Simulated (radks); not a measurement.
The numbers below are computed, except where a source is named.
Removal energies from the manganese ion Mn5+, [Ar] 3d2, by Delta-SCF beside the eigenvalue of the level emptied. Code: a radial shooting solver on a logarithmic mesh with Libxc functionals. Model: scalar-relativistic Kohn-Sham, LDA (Slater exchange, Perdew-Wang correlation), spin-polarised, spherical densities, finite nucleus; Fermi nuclear charge, rms radius of each element as measured or else 0.836 A^(1/3) + 0.57 fm. Open shells are filled with parallel spins first.

removed from	final configuration	Delta-SCF (eV)	-eigenvalue (eV)
3d	[Ar] 3d1	95.516	83.977
3p	[Ne] 3s2 3p5 3d2	143.02	131.47
3s	[Ne] 3s1 3p6 3d2	175.07	163.24
2p	[He] 2s2 2p5 3s2 3p6 3d2	748.42	715.37
